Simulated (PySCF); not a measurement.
**How methods differ on the excitation energy of Mo**

Mo [Kr] 4d5 5s1 (7S) → Mo [Kr] 4d4 5s2 (5D), as a difference of total energies. Computed with PySCF 2.14 in x2c-QZVPPall, with the spin-free X2C one-electron Hamiltonian (Gaussian nucleus). Correlated levels: valence: [Kr] frozen; valence and next inner shell: [Ar] 3d10 frozen. The calculations carry no spin-orbit coupling.

```
                                method  excitation energy (eV)
                                   UHF                   2.176
                                   LDA                   1.940
                                   PBE                   2.068
                                  PBE0                   2.126
                                r2SCAN                   2.382
                                 wB97X                   0.920
                                  BLYP                   1.496
                                  PW91                   2.058
                         MP2 (valence)                   1.804
                     SCS-MP2 (valence)                   1.036
    MP2 (valence and next inner shell)                   1.894
SCS-MP2 (valence and next inner shell)                   1.262
```

How much does correlation contribute at MP2 (valence and next inner shell)?

1.894 − (2.176) = -0.282 eV, measured against UHF.

A first-order spin-orbit estimate (lowest level to lowest level, LS coupling) adds -0.135 eV.
